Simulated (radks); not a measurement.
Problem. Ga, 31 electrons, occupied as [Ar] 3d10 4s2 4p1 (the NIST ground configuration). Method: scalar-relativistic Kohn-Sham, PBE, spin-polarised, spherical densities, finite nucleus; open shells are filled with parallel spins first; Fermi nuclear charge, rms radius 3.9973 fm; computed with a radial shooting solver on a logarithmic mesh with Libxc functionals. Some entries of the table are withheld. Estimate them.

orbital,occ.,eigenvalue (hartree),<1/r> (bohr^-1),r(max) (bohr)
1s up,1,-375.9372,31.30,0.03178
1s down,1,-375.9365,31.30,0.03178
2s down,1,-46.38630,6.846,0.1824
2s up,1,-46.38623,6.846,0.1824
2p up,3,-40.37881,6.714,0.1465
2p down,3,-40.37848,6.714,0.1465
3s up,1,-5.44086,2.185,0.5645
3s down,1,-5.44042,2.185,0.5645
3p up,3,-3.63051,2.030,0.5668
3p down,3,-3.62988,2.030,0.5668
3d up,5,-0.70222,1.647,0.5335
3d down,5,-0.69995,1.651,0.5334
4s up,1,-0.33876,0.5554,1.906
4s down,1,-0.31322,0.5613,1.884
4p up,1,-0.10546,(1),2.548
4p down,0,-0.07749,(2),2.527

Solution. 
(1) 4p up <1/r> (bohr^-1): 0.3866
(2) 4p down <1/r> (bohr^-1): 0.3852
